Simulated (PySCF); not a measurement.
sulfur difluoride (F2S), SMILES FSF.

Geometry optimised at r2SCAN-D4/def2-TZVP.

Calculation: r2SCAN/def2-TZVPD in PySCF.

Computed frontier levels, gap, dipole moment and polarisability:
```json
{
 "highest_occupied_level": "-6.12 eV",
 "lowest_empty_level": "-2.76 eV",
 "orbital_gap": "3.35 eV",
 "dipole_moment": "0.90 D",
 "quadrupole, principal values (traceless, Buckingham form, about the centre of nuclear charge)": "-1.41, -0.14, 1.56 D·Å",
 "mean_static_polarisability": "24.4 bohr³ (3.62 Å³)",
 "polarisability_principal_values": "22.6, 24.0, 26.6 bohr³"
}
```
